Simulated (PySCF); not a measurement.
## Electron correlation in P²⁺ (phosphorus, charge +2)

[Ne] 3s2 4s1, 2S determinant (an excited configuration). Computed with PySCF 2.14 in aug-cc-pwCVTZ (8s7p5d3f, 75 functions), with no relativity, point nucleus. Frozen: [Ne]; 3 electrons correlated.

| level | correlation energy (mhartree) |
| --- | --- |
| CCSD | -61.91 |
| (T) | -2.07 |
| CCSD(T) | -63.98 |

Diagnostics: T1 = 0.012, D1 = 0.0300, largest double amplitude 0.104.

The outer electron is Rydberg-like, and this basis confines it to a smaller radius and binds it less than a complete one would.

Cost of the coupled-cluster step: roughly 12 core-seconds, for 3 correlated electrons.
